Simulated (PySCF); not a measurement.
# Dipole moment and polarisability of `O=CO[SiH2]N[SiH3]`

Species: CH7NO2Si2.
Geometry (GFN2-xTB, Å), atoms numbered from 1 in this order:
```
atom  x, y, z in Å
O1     3.3618   -0.6649   -0.2235
C2     2.9335    0.2500    0.4141
O3     1.6745    0.5491    0.5686
Si4    0.4709   -0.3705   -0.1470
N5    -0.9116    0.4187    0.4867
Si6   -2.5656   -0.0230    0.2133
H7     3.5805    0.9623    0.9594
H8     0.6045   -0.2443   -1.5945
H9     0.5649   -1.7448    0.3251
H10   -0.7441    1.2738    0.9906
H11   -2.8806    0.0909   -1.2121
H12   -2.7420   -1.4091    0.6415
H13   -3.3510    0.9123    1.0169
```

Level: CAM-B3LYP/def2-SVPD (PySCF), static field, nuclei fixed, core orbitals frozen in the response. The polarisability tensor in these axes (au):

```
x   93.03 -1.88 -1.10
y   -1.88 68.52  3.94
z   -1.10  3.94 66.09
```

Problem. Diagonalise the tensor; give its mean and Δα, where Δα² is half the sum of the squared differences of the eigenvalues.

Solution. Principal values 63.18, 71.22 and 93.24 au; mean 75.88 au = 11.24 Å³ = 12.51 × 10⁻⁴⁰ C²·m²/J; Δα = 26.96 au (36 % of the mean).

Problem. What is the dipole moment, and where does it point?

Solution. (-1.73, 1.70, 1.03) D, 2.64 D in size, pointing from the negative to the positive side. Measured along this direction, the outermost atoms are O1 at the negative end and H13 at the positive end.

Problem. How large is μ²/3kT at 298 K beside α?

Solution. In Gaussian units μ²/3kT = 56.46 Å³ against 11.24 Å³, a ratio of 5.02; the Debye molar polarisation (4π/3)N_A(α + μ²/3kT) is 170.8 cm³/mol, leaving out the vibrational part.

Problem. What would n − 1 = 2πNα be for an ideal gas of these molecules at 500 K and 1 atm, electronic part alone?

Solution. N = p/kT = 1.4678 × 10¹⁹ cm⁻³, so n − 1 = 2π × N × 11.24 × 10⁻²⁴ cm³ = 1037 × 10⁻⁶ at long wavelengths.

Problem. Molar refractivity from α?

Solution. Lorentz–Lorenz: R = (4π/3)N_A α = 2.5225 cm³/(mol·Å³) × 11.24 Å³ = 28.4 cm³/mol, in the limit of long wavelengths.

Problem. Sum over states: ᾱ = Σ f/ω², ω in Eh. What share falls to these 8 lowest TDDFT singlets (eV, f)? 5.88, 0.0014; 6.15, 0.0039; 6.78, 0.0003; 7.62, 0.0107; 7.73, 0.0203; 7.99, 0.0272; 8.03, 0.0026; 8.16, 0.0396.

Solution. They add up to 1.29 au, 1.7 % of the 75.88 au; the largest single term is 0.44 au, from the state at 8.16 eV. Terms in order: 0.03, 0.08, 0.00, 0.14, 0.25, 0.32, 0.03, 0.44 au. Higher excitations give the rest. The strengths listed sum to 0.106.

Problem. Find the Langevin capture rate constant for H3+ (3.023 u) meeting this molecule (121.002 u), k = 2.342 × 10⁻⁹ cm³/s × √(α in Å³ / reduced mass in u).

Solution. The reduced mass is 2.95 u, so k = 4.57 × 10⁻⁹ cm³/s. The formula leaves out the permanent dipole, which adds to the capture rate.

One conformer (not necessarily the lowest) at the GFN2-xTB geometry, without solvent, vibrations or thermal averaging. GFN2-xTB frequencies show an imaginary mode (31i cm⁻¹), so this geometry is no minimum at that level.
